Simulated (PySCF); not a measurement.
Gas-phase equilibrium of 1 mol H₂S, 4.5 mol SO₂ at 1000 K and 1.01 bar, among 21 species (S₂O, SO₂, O₂, O, S₂, S₆, HO₂, H₂S₂, H₂O, H, H₂O₂, H₂S, O₃, SO, SH, H₂, S₈, S, SO₃, H₂SO₄, OH). Only gases are allowed; each row takes one source of thermochemistry for all species, and Cantera finds the minimum.

Method: PySCF energies (xtb for GFN2) plus ideal-gas RRHO corrections (1 bar). S°(298 K) at PBE0/def2-TZVP differs from the NASA 1993 table for S₈ (-8 J/mol/K); whether the harmonic model or the table's entry is off was not settled. † marks an energy on the PBE0/def2-TZVP geometry and frequencies; other levels use their own. Open shells (unrestricted) among the columns below: S₂ (multiplicity 3); the rest are closed-shell singlets. GFN2 has no spin-polarisation term. The harmonic model lacks anharmonicity and excited electronic states, which grow with temperature; levels with a mode under 35 cm⁻¹ are left out. Soft modes under 120 cm⁻¹ make the harmonic entropy rough for S₈.

Molecules larger than those listed are left out.

With GFN2-xTB thermochemistry: SO₂ 0.76, H₂O 0.15, S₂ 0.014, H₂S 0.035, S₆ 0.023, S₂O 0.010, S₈ 0.0060.

Task: How far does the composition move with the other sources (M06-2X/def2-TZVP†, PBE/def2-SVP, PBE0/def2-SVP†, r2SCAN/def2-TZVP†)?

Result: 
| thermochemistry | x SO₂ | x H₂O | x S₂ | x H₂S | x S₆ | x S₂O | x S₈ |
|---|---|---|---|---|---|---|---|
| GFN2-xTB | 0.76 | 0.15 | 0.014 | 0.035 | 0.023 | 0.010 | 0.0060 |
| M06-2X/def2-TZVP† | 0.70 | 0.17 | 0.13 | 0.0044 | 6.0e-6 | 0.0010 | 3.0e-8 |
| PBE/def2-SVP | 0.70 | 0.17 | 0.13 | 0.0029 | 5.2e-8 | 0.0040 | 6.4e-10 |
| PBE0/def2-SVP† | 0.69 | 0.17 | 0.13 | 0.00017 | 1.7e-9 | 0.00033 | 1.7e-12 |
| r2SCAN/def2-TZVP† | 0.70 | 0.16 | 0.12 | 0.0098 | 6.5e-8 | 0.0026 | 6.9e-10 |
The most sensitive of these is S₈: it spans a factor of 10^9.5 over these rows; at this temperature one factor of ten is RT ln 10 = 19 kJ/mol.
